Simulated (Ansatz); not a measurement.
C3H4Cl3InN2⁺, that is In(pzH)Cl3 with one electron fewer. Charge 1, multiplicity 2. Geometry PBE-D4/def2-SVP, that of the neutral singlet; atoms count from 1.

```xyz
13

In   -0.4977   -0.4528   -2.3443
N     0.0152    0.1447   -0.2068
C     0.4560    1.2521    0.4170
C     0.5856    1.0009    1.7978
C     0.1930   -0.3316    1.9613
N    -0.1381   -0.7993    0.7369
H     0.6556    2.1649   -0.1559
H     0.9199    1.6939    2.5759
H     0.1279   -0.9679    2.8505
H    -0.4761   -1.7267    0.4119
Cl   -2.3085    0.9391   -2.9410
Cl   -1.0651   -2.6737   -1.5724
Cl    1.5322   -0.2436   -3.5308
```

In the def2 sets In takes a core potential; there is no spin–orbit coupling.

Problem. Estimate the Mulliken populations from the PBE0/def2-TZVP orbitals of Ansatz.

Solution. 
| atom | charge (e) | spin (α − β) |
| --- | --- | --- |
| In1 | 0.95 | -0.04 |
| N2 | -0.12 | 0.14 |
| C3 | -0.06 | -0.07 |
| C4 | -0.02 | 0.27 |
| C5 | -0.03 | 0.10 |
| N6 | -0.04 | 0.01 |
| H7 | 0.21 | 0.00 |
| H8 | 0.23 | -0.01 |
| H9 | 0.23 | 0.00 |
| H10 | 0.29 | 0.00 |
| Cl11 | -0.18 | 0.24 |
| Cl12 | -0.28 | 0.13 |
| Cl13 | -0.18 | 0.24 |
Mulliken values depend strongly on the basis.

Problem. Where does the spin sit?

Solution. Summed by element: In -0.04, N 0.15, C 0.30, H -0.01, Cl 0.60, of 1 unpaired in all. Largest on single atoms: C4 0.27, Cl11 0.24, Cl13 0.24.

Problem. And the Mayer bond orders between heavy atoms (over 0.3)?

Solution. In1–N2 0.41 (2.28 Å); In1–Cl11 0.92 (2.36 Å); In1–Cl12 0.83 (2.42 Å); In1–Cl13 0.92 (2.36 Å); N2–C3 1.48 (1.35 Å); N2–N6 1.05 (1.34 Å); C3–C4 1.35 (1.41 Å); C4–C5 1.33 (1.40 Å); C5–N6 1.42 (1.35 Å).
